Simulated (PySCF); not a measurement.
Structure from NMR data

Molecular formula: C₅H₆OS. Simulated spectra:

1H NMR (400 MHz, computed): δ 7.53 (m, 1H), 7.00 (m, 1H), 6.39 (m, 1H), 2.39 (s, 3H).

13C{1H} NMR (computed): δ 141.1 (CH), 130.9 (CH), 124.2 (C), 108.1 (CH), 19.4 (CH3).

- GIAO KT3/pcSseg-2 shieldings
- PBE0-D3(BJ)/def2-TZVP structure
- program: PySCF 2.14
- one conformer, no solvent, relativity neglected, fast rotation and ring inversion assumed for equivalent nuclei

Shifts are taken against calculated references (same method and geometry level): TMS for 1H and 13C.

Q: Deduce the structure.

A: 
The formula gives 3 degrees of unsaturation. 5 carbon signals for 5 carbons: no two carbons are equivalent. Carbon types of the structure: 1 × C, 3 × CH, 1 × CH3, which accounts for all hydrogens. δC 141.1, 130.9: aromatic CH next to the ring oxygen. δC 124.2: aromatic carbon bearing sulfur. δC 108.1: aromatic CH. δC 19.4: methyl carbon bonded to S. δH 7.53, 7.00: hydrogen on an aromatic CH next to the ring oxygen; the ring current deshields protons in the ring plane. δH 6.39: hydrogen on an aromatic CH; it sits in the deshielding region of the aromatic ring current. δH 2.39: hydrogen on a methyl carbon bonded to S.

These data were computed for SMILES O1C=CC(SC)=C1.

The shifts were computed for this structure.

Shifts are as computed. Against solution values, carbons near 30 ppm lie about +3 ppm off and those near 130 ppm about -1 ppm; carbons on S a further +5 ppm. Of 1211 compounds with measured shifts, 218 miss one by over three times the rms of a fit or turn the order of signals round; such compounds aren't used in these exercises. No couplings were computed; multiplicities are counted from neighbouring protons, with m where these are inequivalent, close in shift, in a saturated or five-membered ring or joined by F or P, and br s for small geminal =CH2 splittings.
